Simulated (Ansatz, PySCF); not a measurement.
Reaction (SMILES): C=CB(Br)C=C + 7 [H][H] (H2) → B (BH3) + Br (HBr) + 4 C (CH4)
Each molecule is optimised on its own at B3LYP-D3(BJ)/def2-TZVP (Ansatz, a quantum-chemistry and plane-wave program), one conformer each, not searched for the lowest. Unstable Hartree-Fock reference: C=CB(Br)C=C.
Geometry of the first species:
```
B
C 1 1.5412
C 2 1.3369 1 126.07
H 3 1.0837 2 121.23 1 0.00
H 3 1.0842 4 116.61 2 -180.00
H 2 1.0890 3 117.21 4 180.00
C 1 1.5412 2 121.29 6 0.00
C 7 1.3369 1 126.07 2 180.00
H 8 1.0837 7 121.23 1 0.00
H 8 1.0842 9 116.61 7 -180.00
H 7 1.0890 8 117.21 9 -180.00
Br 1 1.9508 2 119.35 6 -180.00
```

Quantity: energy of full hydrogenation (0 K, with B3LYP-D3(BJ) harmonic zero-point energies from PySCF), in eV. Cores are frozen in the correlated levels unless marked. Spin-orbit coupling is left out. Frozen are the shells of the preceding noble gas and the d and f shells that filled before the atom's block. No relativistic terms. CBS marks a two-point X^-3 extrapolation of the correlation energy; Hartree-Fock from the larger set.

```csv
level,program,energy of full hydrogenation (eV)
HF/6-31G*,Ansatz,-4.20
BLYP/def2-TZVPD,Ansatz,-2.57
PBE0-D3(BJ)/def2-TZVPD,Ansatz + dftd3,-3.02
LC-wPBE-D4/def2-TZVPD,Ansatz + dftd4,-3.30
B2PLYP-D4/def2-TZVPD,Ansatz + dftd4,-2.66
MP2/6-31G,Ansatz,-1.98
RI-MP2/cc-pVQZ,Ansatz,-2.64
"RI-MP2/CBS(cc-pVTZ,cc-pVQZ)",Ansatz,-2.61
CCSD/6-31G*,Ansatz,-2.51
"CCSD(T)/CBS(cc-pVTZ,cc-pVQZ)",Ansatz,-2.75
```
